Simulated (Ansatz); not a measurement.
Species: BaF2, charge 0, singlet. BaF2 (SMILES [F][Ba][F]).
B3LYP-D3(BJ)/def2-TZVP minimum from Ansatz (a quantum-chemistry and plane-wave program):
```
Ba
F 1 2.2273
F 1 2.2273 2 120.58
```
Charge 0, spin multiplicity 1.

Total energies in def2-TZVPP, 16 correlated electrons, 6 frozen orbitals. UHF or UKS for unpaired electrons; spin-orbit terms are left out. Cores are frozen in correlated methods (noble-gas shells, and filled d and f shells in the p block). Past Kr the def2 sets carry scalar-relativistic core potentials.

| method | program | energy (Eh) | minus CCSDT(Q) (mEh) |
|---|---|---|---|
| HF | Ansatz | -224.22638 | 560.98 |
| MP2 | Ansatz | -224.77987 | 7.49 |
| CCSD | Ansatz | -224.77197 | 15.39 |
| CCSD(T) | Ansatz | -224.78671 | 0.65 |
| CCSDT(Q) | Ansatz | -224.78736 | 0.00 |

Rough core times of Ansatz's runs on a shared machine: CCSD(T) under 20 s, CCSDT(Q) 10 min.
